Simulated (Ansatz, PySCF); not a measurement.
Energy difference R1 → 2 P1, each structure at its B3LYP-D3(BJ)/def2-TZVP stationary point, reached from a drawn start (curvature not checked).
R1, N2 (SMILES N#N) (charge 0, multiplicity 1):
| atom | x (Å) | y (Å) | z (Å) |
|---|---|---|---|
| N | 0.0000 | 0.0000 | -0.5454 |
| N | 0.0000 | 0.0000 | 0.5454 |
P1: N atom, charge 0, multiplicity 4.

P less R. No zero-point or thermal terms; singlets are restricted closed shells; open shells are unrestricted.

Correlated levels freeze the cores.

Run with Ansatz (a first-principles code); PySCF for M06-2X. All values are computed, each at the level named.

The comparison value is 222.46 kcal/mol (CCSD(T)/cc-pVQZ). It is a level with limits of its own, not the exact answer.

Order these levels by how close they come to the comparison value for the reaction energy, closest first: PBE/def2-TZVPP, revPBE/def2-TZVPP, M06-2X/def2-TZVPP, HF/cc-pVQZ, BHLYP/def2-TZVPP. Give each level's value less the comparison value.

M06-2X/def2-TZVPP (4.44 kcal/mol), revPBE/def2-TZVPP (11.08 kcal/mol), BHLYP/def2-TZVPP (-15.14 kcal/mol), PBE/def2-TZVPP (20.59 kcal/mol), HF/cc-pVQZ (-106.43 kcal/mol)
